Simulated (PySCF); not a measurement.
**Ionisation energy of As²⁺ by level of theory**

As²⁺ [Ar] 3d10 4s2 4p1 (2P) → As³⁺ [Ar] 3d10 4s2 (1S), as a difference of total energies. All numbers are calculated (PySCF 2.14, scalar relativity through the core potential, in aug-cc-pVTZ-PP with one added diffuse shell each of s, d, f type with ECP10MDF (7s5p5d3f, 68 functions)). Correlated levels: valence: 3s2 3p6 3d10 frozen. The calculations carry no spin-orbit coupling.

```tsv
method	ionisation energy (eV)	difference from reference (eV)
UHF	27.481	-0.868
MP2 (valence)	27.742	-0.607
SCS-MP2 (valence)	27.732	-0.617
CCSD (valence)	27.822	-0.527
CCSD(T) (valence)	27.842	-0.507
```

Reference: 28.349 ± 0.012 eV (measured; NIST Atomic Spectra Database, ionization energies).

The reference lies between the lowest fine-structure levels, while these numbers refer to the centres of the terms.

Errors of the correlated levels include the incompleteness of this basis and the frozen core.
